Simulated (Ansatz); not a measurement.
Reactions of `CN=CCN`.

Program: Ansatz. Geometries: PBE0-D4/def2-TZVP. ΔE: electronic, gas phase. CCSD(T)/CBS adds triple-zeta CCSD(T) − MP2 to the extrapolated MP2 energy (def2 sets, frozen cores). This one scheme is used for every species. Double bonds are as drawn, so ΔE can hold a change between cis and trans. One conformer a species, not always the lowest.

| reaction | HF/CBS(def2) (kJ/mol) | CCSD(T)/CBS(def2) (kJ/mol) |
| --- | --- | --- |
| `C/N=C\CN` + CH₃SH → `CSCN` + `C=NC` | 4 | -3 |
| `C/N=C\CN` + `[NH2][AlH2]` → `NC[NH][AlH2]` + `C=NC` | 22 | 27 |
| `C/N=C\CN` + H₂O → `C/N=C/O` + CH₃NH₂ | -34 | -12 |
| `C/N=C\CN` + H–F → `C/N=C\F` + CH₃NH₂ | -12 | 14 |
| `C/N=C\CN` + `BNB` → `BN(B)C` + `N=CCN` | 0 | -3 |
| `C/N=C\CN` + `N[SiH](O)O` → `CN[SiH](O)O` + `N=CCN` | -5 | 2 |

Largest T1 diagnostic: 0.013, for `C/N=C/O`.
